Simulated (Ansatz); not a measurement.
A nudged elastic band was laid between two geometries of a periodic cell of 17 atoms, Be₁₆B (host Be, host structure hcp, interstitial B).

Method: DFT PBE, scalar-relativistic, plane waves, PAW in Ansatz 0.2.0. Settings: cutoff 420 eV, k mesh 4x4x3, fermi-dirac smearing 0.1 eV, no spin polarisation.

- movable images: 5
- climbing image: yes
- spring: 2.0 eV/Å²
- optimiser: quadratic models (default)
- start path: straight line
- force threshold: 0.05 eV/Å
- iteration limit: 43
- end points: relaxed

First end point:

```xyz
17
Lattice="-2.2900 -3.9664 0.0000 3.4350 -1.9832 0.0000 0.0000 0.0000 7.1769" Properties=species:S:1:pos:R:3
Be -0.045 -4.111 0.010
Be 0.305 -2.633 1.647
Be 0.110 -3.819 3.668
Be 0.014 -2.698 5.345
Be -1.121 -2.193 0.049
Be 2.588 -2.764 1.821
Be -1.086 -2.022 3.527
Be 2.397 -2.767 5.334
Be 1.261 -2.330 -0.247
Be 1.141 0.193 1.994
Be 1.279 -1.735 3.217
Be 1.223 -0.768 5.281
Be 0.078 -0.224 0.051
Be 0.705 -4.636 1.901
Be -0.018 0.078 3.695
Be 1.168 -4.654 5.440
B 1.382 -1.346 1.218
```

Last end point:

```xyz
17
Lattice="-2.2900 -3.9664 0.0000 3.4350 -1.9832 0.0000 0.0000 0.0000 7.1769" Properties=species:S:1:pos:R:3
Be -0.306 -3.848 0.028
Be -0.062 -2.610 1.733
Be -0.103 -3.852 3.534
Be -0.026 -2.436 5.433
Be -1.454 -1.995 -0.147
Be 2.177 -2.796 1.873
Be -1.158 -1.938 3.549
Be 2.334 -2.503 5.391
Be 1.583 -1.976 0.105
Be 1.159 -0.743 1.900
Be 1.122 -1.963 3.644
Be 1.070 -0.443 5.432
Be 0.001 -0.857 0.197
Be 1.008 -4.878 1.424
Be -0.075 0.100 3.487
Be 1.030 -4.282 5.135
B 3.194 -1.299 -0.577
```

(1) Which bonds break or form, and what moves?

(2) Give the energies along the band, and the barrier.

(3) What is the geometry of the highest image?

The band took 29 iterations and of the order of 11 core-minutes.

Answers

(1) Contacts lost: Be2–B17, Be3–Be14, Be6–B17, Be10–B17, Be11–B17. Contacts made: Be4–Be11, Be5–B17, Be8–Be11, Be8–B17, Be16–B17. The atom that moves furthest is B17, by 2.55 Å.

(2) The run converged. The highest image is number 2 of 0 to 6, 0.93 eV above the ends, which have the same energy within 2 meV. The profile has 2 maxima (images 2, 5) with wells between them (image 3): this band takes more than one step, which may be the mechanism or a detour left from its start path. By the program's own check the climbing image is of a kind that is not told: the force calls were inconclusive, a negative curvature could not be distinguished from the path's own, the only one lies far off the path, or fixed occupations may fill a level only in part (lowest curvatures found: -1.86 and 0.10 eV/Å²). Limits of this set-up: coarse k mesh, odd electron count without spin.

```
image  path coordinate (Å)  energy (eV)  Be2–B17 (Å)  Be3–Be14 (Å)  Be6–B17 (Å)
    0                 0.00         0.00         1.73          2.04         1.96
    1                 0.89         0.31         1.94          2.13         1.77
    2                 1.78         0.93         2.76          2.14         1.77
    3                 2.65         0.30         2.96          2.05         1.84
    4                 3.51         0.34         3.04          2.07         2.02
    5                 4.38         0.54         3.44          2.19         2.64
    6                 5.24         0.00         3.45          2.60         3.05
```

(3) 
```xyz
17
Lattice="-2.2900 -3.9664 0.0000 3.4350 -1.9832 0.0000 0.0000 0.0000 7.1769" Properties=species:S:1:pos:R:3
Be -0.049 -3.816 -0.178
Be 0.004 -2.527 1.740
Be 0.006 -3.918 3.610
Be -0.029 -2.648 5.282
Be -1.200 -2.085 -0.035
Be 2.312 -2.690 1.875
Be -1.140 -1.974 3.589
Be 2.293 -2.712 5.307
Be 1.093 -2.130 -0.222
Be 1.156 -0.545 1.929
Be 1.145 -1.991 3.584
Be 1.136 -0.673 5.284
Be 0.080 -0.218 -0.103
Be 1.166 -4.526 1.920
Be 0.019 -0.001 3.632
Be 1.143 -4.643 5.344
B 2.284 -1.294 0.789
```

Run time: 11 min on 1 thread of Intel(R) Xeon(R) 6975P-C (Granite Rapids) (shared host), peak memory 0.73 GiB.
